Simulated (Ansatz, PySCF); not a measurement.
Molecule: sum formula SiH$_{2}$Cl$_{2}$, net charge -1, doublet state. 
Coordinates optimised at B3LYP-D3(BJ)/def2-TZVP (Ansatz, a program for electronic structure):
```xyz
5

Si    -0.0067    -0.1949     0.0076
Cl     2.3074     0.0667     0.0720
Cl    -2.2975     0.2200    -0.0832
H     -0.0760    -1.0238     1.2447
H      0.0018    -1.1208    -1.1606
```
Charge -1, spin multiplicity 2.

Total electronic energies in hartree. Valence correlation only, unless marked. Open shells are spin-unrestricted. Spin-orbit coupling is left out. No relativistic terms. CBS(X,Y): correlation extrapolated as X^-3; Hartree-Fock from the larger set. The bracket is a focal-point correction in the basis named.

| level | program | energy (Eh) |
|---|---|---|
| HF/aug-cc-pV(Q+d)Z | Ansatz | -1209.26012 |
| HF/cc-pV(Q+d)Z | Ansatz | -1209.25890 |
| PBE-D3(BJ)/def2-TZVPD | Ansatz + dftd3 | -1210.72014 |
| BLYP/def2-TZVPD | Ansatz | -1211.23238 |
| revPBE-D4/def2-TZVPD | Ansatz + dftd4 | -1211.02887 |
| B3LYP/def2-TZVPD | PySCF | -1211.29845 |
| PBE0/6-31G* | Ansatz | -1210.71957 |
| PBE0/def2-SVP | Ansatz | -1210.37783 |
| TPSSh-D3(BJ)/def2-TZVPD | PySCF + dftd3 | -1211.30085 |
| r2SCANh/def2-TZVPD | Ansatz | -1211.15311 |
| MN15-D3(BJ)/def2-TZVPD | PySCF + dftd3 | ___ |
| HSE06-D3(BJ)/def2-TZVPD | Ansatz + dftd3 | -1210.79773 |
| CAM-B3LYP/def2-TZVPD | Ansatz | -1211.27638 |
| wB97X-V/def2-TZVPD | Ansatz | ___ |
| B2GP-PLYP/def2-TZVPD | Ansatz | -1210.72059 |
| MP2/6-31G* | Ansatz | -1209.46229 |
| MP2/aug-cc-pV(D+d)Z | Ansatz | -1209.63032 |
| RI-MP2/CBS(aug-cc-pV(T+d)Z,aug-cc-pV(Q+d)Z) | Ansatz | -1209.8590 |
| SCS-MP2/STO-3G | Ansatz | -1195.94733 |
| SCS-MP2/6-31G | Ansatz | -1209.20129 |
| SCS-MP2/aug-cc-pV(D+d)Z | Ansatz | -1209.62147 |
| CCSD(T)/cc-pVTZ | Ansatz | -1209.82002 |
| RI-MP2/CBS(aug-cc-pV(T+d)Z,aug-cc-pV(Q+d)Z)+[CCSD(T)-MP2]/aug-cc-pV(D+d)Z | Ansatz | -1209.9168 |

### Question
Some entries are withheld; supply them.

### Answer

- MN15-D3(BJ)/def2-TZVPD, energy (Eh): -1210.93635
- wB97X-V/def2-TZVPD, energy (Eh): -1211.05481
